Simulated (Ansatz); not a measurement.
LiAl₃, relaxed as a singlet with RKS r2SCAN-D4/def2-TZVP in Ansatz, starting from the GFN1-xTB geometry. Force threshold 0.02 eV/Å.

The restricted singlet is unstable: a solution with broken spin symmetry lies lower. The structure comes from a short search, and lower isomers may exist.

Start:

```
atom   x (Å)   y (Å)   z (Å)
 Al1   1.397  -0.473   0.268
 Al2  -0.525   0.030  -1.404
 Al3  -0.873   0.443   1.136
 Li4   0.000   0.000   0.000
```

**Question.** Estimate the energy that the relaxation releases and the steps that it takes.

**Answer.** 1226.5 kJ/mol, in 27 steps; 37 s on 4 threads of Arm Neoverse V2 on a shared host. No frequencies were taken in this run, so the end may be a saddle point.

**Question.** Does the start keep its bonding?

**Answer.** By distances, no bond broke or formed. The bond that changes most is Al1–Li4, from 1.50 to 2.85 Å (atoms count from 1).

**Question.** Predict the relaxed structure.

**Answer.** 
```xyz
4

Al    1.4804   -0.4956    0.2295
Al   -0.5896   -0.9230   -1.1223
Al   -0.7771   -0.3526    1.3179
Li   -0.1137    1.7713   -0.4251
```
Bond lengths (bridged metal pairs left out): 3 × Al–Al 2.51 Å; 3 × Al–Li 2.82 to 2.85 Å.
